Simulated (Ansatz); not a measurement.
Species: NbF, charge 0, multiplicity 5. The spin state was set by rule; other spins were not relaxed. SMILES: [F][Nb]
Geometry: optimised at B3LYP-D3(BJ)/def2-TZVP (Ansatz, an electronic-structure program).

Parts of the frozen-core correlation energy in def2-SVP (Ansatz, hartree). Frozen orbitals: 5; correlated occupied orbitals by spin: 8 and 4; virtual: 32 and 36. UHF or UKS for open shells. No spin-orbit coupling. In def2 rows, elements after Kr have scalar-relativistic effective core potentials.

```tsv
term	value
reference (HF)	-155.74097
MP2 opposite-spin	[?]
MP2 same-spin	[?]
CCSD correlation	-0.24894
(T)	[?]
CCSDT minus CCSD(T)	-0.00067
T1 diagnostic	0.029
largest doubles amplitude	0.056
<S^2> of the reference	6.007
```

**Question.** Fill in the missing entries.

**Answer.** 
- MP2 opposite-spin, value: -0.15669
- MP2 same-spin, value: -0.08494
- (T), value: -0.00583
